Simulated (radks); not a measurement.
Species: Mg8+. Configuration: [He] 2s2 (the NIST ground configuration). Method: Dirac Kohn-Sham, PBE, spin-unpolarised, spherical densities, finite nucleus; Fermi nuclear charge, rms radius 3.057 fm; computed with a radial shooting solver on a logarithmic mesh with Libxc functionals.

Normalised radial functions P(r) = r R(r) (large component), r in bohr:

| r | 2s1/2 |
|---|---|
| 0.01006 | 0.2261 |
| 0.01219 | 0.2666 |
| 0.01477 | 0.3126 |
| 0.01804 | 0.3661 |
| 0.02186 | 0.4223 |
| 0.02649 | 0.4817 |
| 0.03235 | 0.5446 |
| 0.0392 | 0.6017 |
| 0.0475 | 0.6502 |
| 0.05801 | 0.6830 |
| 0.07029 | 0.6875 |
| 0.08517 | 0.6537 |
| 0.104 | 0.5646 |
| 0.126 | 0.4160 |
| 0.1527 | 0.1992 |
| 0.1865 | -0.0961 |
| 0.226 | -0.4293 |
| 0.2761 | -0.7920 |
| 0.3345 | -1.1054 |
| 0.4053 | -1.3272 |
| 0.495 | -1.4040 |
| 0.5998 | -1.3059 |
| 0.7268 | -1.0649 |
| 0.8877 | -0.7372 |
| 1.076 | -0.4362 |
| 1.303 | -0.2113 |
| 1.592 | -0.0768 |
| 1.929 | -0.0217 |

2s1/2: eigenvalue -309.63 eV, 1 radial node at r = 0.176 bohr, <r> = 0.572 bohr, 90 % of the charge inside 0.876 bohr.
